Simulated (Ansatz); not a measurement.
Ga₅As₄H₁₆, a cluster cut from zinc blende GaAs (hydrogen-capped). Total charge 0; doublet. Geometry PBE-D4/def2-SVP, that of the charge -1 singlet; atoms count from 1.

```
atom   x (Å)   y (Å)   z (Å)
 Ga1  -2.607   1.605  -0.391
 Ga2   1.056   2.588   1.308
 Ga3  -0.787  -1.100   2.332
 Ga4  -0.923  -2.399  -1.711
 Ga5   2.742  -1.417  -0.011
 As6  -1.029   1.253   1.494
 As7  -1.539   0.031  -2.059
 As8   2.326   1.066  -0.265
 As9   0.396  -2.136   0.377
 H10  -2.499   3.071  -0.999
 H11  -4.027   0.957  -0.086
 H12   0.824   3.961   0.539
 H13   1.890   2.548   2.660
 H14  -2.235  -1.746   2.449
 H15   0.201  -1.093   3.577
 H16  -2.309  -3.125  -1.431
 H17  -0.016  -2.830  -2.943
 H18   3.611  -1.541   1.315
 H19   3.307  -1.940  -1.403
 H20  -1.753   1.969   2.639
 H21  -2.345   0.120  -3.359
 H22  -0.299   0.735  -2.613
 H23   3.674   1.730  -0.559
 H24   1.752   1.285  -1.666
 H25   0.589  -3.594   0.806
```

Single mean-field runs in def2-TZVP are fitted with def2-universal-jkfit.

(1) Estimate the Mulliken populations from the PBE0/def2-TZVP orbitals of Ansatz.

(2) Where does the spin sit?

(3) And the Mayer bond orders between heavy atoms (over 0.3)?

Answers

(1) 
```
atom  charge (e)  spin (α − β)
 Ga1        0.22          0.01
 Ga2        0.23          0.05
 Ga3        0.23          0.01
 Ga4        0.23          0.05
 Ga5        0.22          0.01
 As6       -0.34          0.25
 As7       -0.30          0.01
 As8       -0.30          0.01
 As9       -0.34          0.24
 H10       -0.06          0.00
 H11       -0.06          0.03
 H12       -0.05          0.03
 H13       -0.05          0.03
 H14       -0.03          0.08
 H15       -0.03          0.07
 H16       -0.05          0.03
 H17       -0.05          0.03
 H18       -0.06          0.03
 H19       -0.06          0.00
 H20        0.11          0.00
 H21        0.11          0.01
 H22        0.10          0.00
 H23        0.11          0.01
 H24        0.10          0.00
 H25        0.11          0.00
```
Mulliken values depend strongly on the basis.

(2) Summed by element: Ga 0.15, As 0.51, H 0.35, of 1 unpaired in all. Largest on single atoms: As6 0.25, As9 0.24, H14 0.08.

(3) Ga1–As6 0.68 (2.48 Å); Ga1–As7 0.64 (2.53 Å); Ga2–As6 0.61 (2.48 Å); Ga2–As8 0.66 (2.53 Å); Ga3–As6 0.70 (2.51 Å); Ga3–As9 0.70 (2.51 Å); Ga4–As7 0.66 (2.53 Å); Ga4–As9 0.61 (2.48 Å); Ga5–As8 0.64 (2.53 Å); Ga5–As9 0.68 (2.48 Å).
